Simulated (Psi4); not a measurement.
ethyl methyl carbonate (C4H8O3), singlet, geometry from GFN2-xTB; Psi4 1.11 with R2SCAN/STO-3G.

Input for Psi4:
```
memory 2 GB

molecule {
0 1
  C    -3.03352122   -0.41163842   -0.03480905
  C    -1.77002507    0.35031435    0.31622935
  O    -0.65161878   -0.38828133   -0.18665742
  C     0.54314173    0.14423225    0.04712074
  O     0.75080793    1.16978543    0.63215238
  O     1.47941538   -0.65062217   -0.47585791
  C     2.81948238   -0.20793627   -0.30495175
  H    -3.01068628   -1.39979818    0.41570490
  H    -3.89948710    0.12993476    0.33426510
  H    -3.11409601   -0.52390616   -1.11222340
  H    -1.76694868    1.34905101   -0.13422869
  H    -1.66043459    0.46592034    1.40019533
  H     3.44392287   -0.97225834   -0.75959052
  H     2.97001014    0.75423290   -0.79847543
  H     3.05441669   -0.10006298    0.75572043
}

set basis sto-3g

energy('r2scan')
print_variables()
```

Task: Write the output that Psi4 gives for this input, abridged.

Result: 
```
   => Loading Basis Set <=

    Name: STO-3G
    Role: ORBITAL
    Keyword: BASIS

         ---------------------------------------------------------
                                   SCF
               by Justin Turney, Rob Parrish, Andy Simmonett
                          and Daniel G. A. Smith
                              RKS Reference
         ---------------------------------------------------------

  ==> Geometry <==

    Molecular point group: c1
    Full point group: C1

    Geometry (in Angstrom), charge = 0, multiplicity = 1:

       Center              X                  Y                   Z               Mass
    ------------   -----------------  -----------------  -----------------  -----------------
         C           -3.071428060534    -0.414463080451    -0.033843908717    12.000000000000
         C           -1.807931910534     0.347489689549     0.317194491283    12.000000000000
         O           -0.689525620534    -0.391105990451    -0.185692278717    15.994914619570
         C            0.505234889466     0.141407589549     0.048085881283    12.000000000000
         O            0.712901089466     1.166960769549     0.633117521283    15.994914619570
         O            1.441508539466    -0.653446830451    -0.474892768717    15.994914619570
         C            2.781575539466    -0.210760930451    -0.303986608717    12.000000000000
         H           -3.048593120534    -1.402622840451     0.416670041283     1.007825032230
         H           -3.937393940534     0.127110099549     0.335230241283     1.007825032230
         H           -3.152002850534    -0.526730820451    -1.111258258717     1.007825032230
         H           -1.804855520534     1.346226349549    -0.133263548717     1.007825032230
         H           -1.698341430534     0.463095679549     1.401160471283     1.007825032230
         H            3.406016029466    -0.975083000451    -0.758625378717     1.007825032230
         H            2.932103299466     0.751408239549    -0.797510288717     1.007825032230
         H            3.016509849466    -0.102887640451     0.756685571283     1.007825032230

  Running in c1 symmetry.

  Rotational constants: A =      0.28990  B =      0.04506  C =      0.03988 [cm^-1]
  Rotational constants: A =   8690.84750  B =   1351.00780  C =   1195.48242 [MHz]
  Nuclear repulsion =  320.927673274860581

  Charge       = 0
  Multiplicity = 1
  Electrons    = 56
  Nalpha       = 28
  Nbeta        = 28

  ==> Algorithm <==

  SCF Algorithm Type is DF.
  DIIS enabled.
  MOM disabled.
  Fractional occupation disabled.
  Guess Type is SAD.
  Energy threshold   = 1.00e-06
  Density threshold  = 1.00e-06
  Integral threshold = 1.00e-12

  ==> Primary Basis <==

  Basis Set: STO-3G
    Blend: STO-3G
    Number of shells: 29
    Number of basis functions: 43
    Number of Cartesian functions: 43
    Spherical Harmonics?: true
    Max angular momentum: 1

  ==> DFT Potential <==

   => LibXC <=

    Version 7.1.2
    S. Lehtola, C. Steigemann, M. J. T. Oliveira, and M. A. L. Marques,  SoftwareX 7, 1–5 (2018) (10.1016/j.softx.2017.11.002)

   => Composite Functional: R2SCAN <=

    r2SCAN Meta-GGA XC Functional  (0.1021/acs.jpclett.0c02405)
    J. W. Furness, A. D. Kaplan, J. Ning, J. P. Perdew, J. Sun  J. Phys. Chem. Lett.  11, 8208–8215, 2020

    Deriv               =              1
    GGA                 =           TRUE
    Meta                =           TRUE

    Exchange Hybrid     =          FALSE
    MP2 Hybrid          =          FALSE

   => Exchange Functionals <=

    1.0000   XC_MGGA_X_R2SCAN

   => Correlation Functionals <=

    1.0000   XC_MGGA_C_R2SCAN

   => LibXC Density Thresholds  <==

    XC_MGGA_C_R2SCAN:  1.00E-15
    XC_MGGA_X_R2SCAN:  1.00E-11

   => Molecular Quadrature <=

    Radial Scheme          =       TREUTLER
    Pruning Scheme         =           NONE
    Nuclear Scheme         =       TREUTLER

    Blocking Scheme        =         OCTREE
[...]
  Using in-core AOs.

  ==> MemDFJK: Density-Fitted J/K Matrices <==

    J tasked:                   Yes
    K tasked:                    No
    wK tasked:                   No
    Algorithm:                 Core
    Schwarz Cutoff:           1E-12
    Mask sparsity (%):       2.1633
    Fitting Condition:        1E-10

   => Auxiliary Basis Set <=

  Basis Set: (STO-3G AUX)
    Blend: DEF2-UNIVERSAL-JKFIT
    Number of shells: 223
    Number of basis functions: 675
    Number of Cartesian functions: 795
    Spherical Harmonics?: true
    Max angular momentum: 4

  Minimum eigenvalue in the overlap matrix is 2.0823728545E-01.
  Reciprocal condition number of the overlap matrix is 8.5571894015E-02.
    Using symmetric orthogonalization.

  ==> Pre-Iterations <==

  SCF Guess: Superposition of Atomic Densities via on-the-fly atomic UHF (no occupation information).

   -------------------------
    Irrep   Nso     Nmo
   -------------------------
     A         43      43
   -------------------------
    Total      43      43
   -------------------------

  ==> Iterations <==

                           Total Energy        Delta E     RMS |[F,P]|

   @DF-RKS iter SAD:  -374.93598637012059   -3.74936e+02   0.00000e+00
   @DF-RKS iter   1:  -377.60328933795421   -2.66730e+00   1.06116e-02 ADIIS/DIIS
   @DF-RKS iter   2:  -377.03138295250238    5.71906e-01   2.69939e-02 ADIIS/DIIS
   @DF-RKS iter   3:  -377.71016507380398   -6.78782e-01   4.75972e-03 ADIIS/DIIS
   @DF-RKS iter   4:  -377.73202684095384   -2.18618e-02   1.29530e-03 ADIIS/DIIS
   @DF-RKS iter   5:  -377.73382713573375   -1.80029e-03   1.23889e-04 ADIIS/DIIS
   @DF-RKS iter   6:  -377.73384364751274   -1.65118e-05   2.50738e-05 DIIS
   @DF-RKS iter   7:  -377.73384426803165   -6.20519e-07   1.22545e-05 DIIS
   @DF-RKS iter   8:  -377.73384444001249   -1.71981e-07   2.44202e-06 DIIS
   @DF-RKS iter   9:  -377.73384444858158   -8.56909e-09   2.24899e-07 DIIS
  Energy and wave function converged.

  ==> Post-Iterations <==

   Electrons on quadrature grid:
      Ntotal   =   56.0000038878 ; deviation = 3.888e-06

    Orbital Energies [Eh]
    ---------------------

    Doubly Occupied:

[...]
      28A     -0.098367

    Virtual:

[...]
    Final Occupation by Irrep:
              A
    DOCC [    28 ]
    NA   [    28 ]
    NB   [    28 ]

  @DF-RKS Final Energy:  -377.73384444858158

   => Energetics <=

    Nuclear Repulsion Energy =            320.9276732748605809
    One-Electron Energy =               -1153.9900050093194750
    Two-Electron Energy =                 505.8191794937088162
    DFT Exchange-Correlation Energy =     -50.4906922078314793
    Empirical Dispersion Energy =           0.0000000000000000
    VV10 Nonlocal Energy =                  0.0000000000000000
    Total Energy =                       -377.7338444485815785

Computation Completed

Properties will be evaluated at   0.000000,   0.000000,   0.000000 [a0]

Properties computed using the SCF density matrix

 Multipole Moments:

 ------------------------------------------------------------------------------------
     Multipole            Electronic (a.u.)      Nuclear  (a.u.)        Total (a.u.)
 ------------------------------------------------------------------------------------

 L = 1.  Multiply by 2.5417464519 to convert [e a0] to [Debye]
 Dipole X            :          3.8808576           -4.0114782           -0.1306206
 Dipole Y            :          0.2288577           -0.2989183           -0.0700605
 Dipole Z            :         -0.1332133            0.1021355           -0.0310778
 Magnitude           :                                                    0.1514465

 ------------------------------------------------------------------------------------

  Variable Map:
  ----------------------------------------------------------------------------
[...]
  Array Variable Map:
  ----------------------------------------------------------------------------
[...]
[...]
```
